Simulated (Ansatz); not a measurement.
A structure relaxed at PBE0-D4/def2-SVP in Ansatz, charge 0, doublet:

```xyz
15

K    -2.162   -5.114   -0.693
K    -1.503   -1.482   -1.782
K     1.110    2.281    0.409
K     3.088    2.385    3.643
K     4.013    6.030    2.262
K    -3.901   -5.325   -3.973
K     0.374   -1.297    1.514
H    -0.178    0.341   -0.580
H     1.229    5.253    0.133
H     1.687    0.659    2.523
H     0.771    5.572   -0.395
H    -2.735   -3.394   -2.918
H     2.593    4.002    1.645
H    -3.432   -6.808   -2.094
H    -0.953   -3.104    0.307
```

Problem. Give its formula.

Solution. K₇H₈.

Problem. Summarise the bond lengths by kind (pairs closer than 1.2 times the sum of covalent radii, bridged metal pairs left out).

Solution. 16 × H–K 2.44 to 2.73 Å.

In the doublet, H9 and H11 lie 0.77 Å apart (atoms count from 1), so H2 has formed as a molecule. The relaxation made no stability test and no search for a lower SCF solution. The structure comes from a short search, and lower isomers may exist.
